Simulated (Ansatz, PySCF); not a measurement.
LiCl, SMILES [Cl][Li]. Atoms are numbered in the order given.

```xyz
2

Li     0.0000     0.0000    -1.6948
Cl     0.0000     0.0000     0.3252
```

The structure is a stationary point at PBE0-D3(BJ)/def2-TZVPD.

Two levels are set side by side: PBE-D3(BJ)/def2-TZVPD (Ansatz, an electronic-structure program) and PBE0-D3(BJ)/def2-TZVPD (Ansatz). Each level has its own optimised geometry; the coordinates shown are those of the second. Frequencies come from the Hessian of PySCF at each geometry. Differences are taken from unrounded values.

```tsv
quantity	PBE0-D3(BJ)	PBE-D3(BJ)	PBE-D3(BJ) minus PBE0-D3(BJ)
bond Li1–Cl2 (Å)	2.020	2.028	0.008
highest harmonic wavenumber (cm⁻¹)	647	635	-12
mean harmonic wavenumber (cm⁻¹)	647	635	-12
zero-point energy (kcal/mol)	0.92	0.91	-0.02
```

On these quantities the two levels nearly agree.
